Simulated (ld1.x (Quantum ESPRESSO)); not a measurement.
## gallium: excitation energies, all-electron against TM semilocal

- Element: Ga
- Generator: ld1.x (Quantum ESPRESSO) 7.5
- Type: norm-conserving Troullier–Martins (semilocal form)
- Functional: PBEsol
- Relativity: scalar-relativistic
- Frozen core: [Ar] 3d10
- Valence charge: 3
- Reference configuration: 4s1 4p0 (charge +2)
- Partial waves: 4p (bound, empty): rc 1.55 bohr; 4s (bound): rc 1.45 bohr
- Local potential: the s channel
- Core correction: a·sin(br)/r model core inside 0.70 bohr

Energies are relative to the spin-unpolarised reference configuration 4s1 4p0; without spin polarisation the order of configurations can differ from experiment. The frozen-core shift is the all-electron ΔE with the core orbitals held at their reference shape minus the fully relaxed ΔE.

| valence configuration | charge | ΔE all-electron (eV) | error AE − PS (meV) | frozen-core shift (meV) |
| --- | --- | --- | --- | --- |
| 4s2 4p1 | 0 | -26.815 | -150 | +182 |
| 4s2 4p0 | +1 | -21.136 | -96 | +111 |
| 4s2 4p1.3 | -0.3 | -27.346 | -154 | +189 |
| 4s1 4p2 | 0 | -20.264 | -69 | +89 |
| 4s0 4p3 | 0 | -13.425 | -24 | +33 |

Task: What are ΔE and the potential's error for 4s2 4p0.5?

Result: ΔE = -24.788 eV all-electron; the error (AE − PS) is -130 meV.

Task: What are ΔE and the potential's error for 4s1 4p1?

Result: ΔE = -13.731 eV all-electron; the error (AE − PS) is -33 meV.

Levels in the configuration 4s2 4p1:

```csv
level,all-electron (eV),pseudo (eV)
4s,-8.962,-8.839
4p,-2.571,-2.546
```
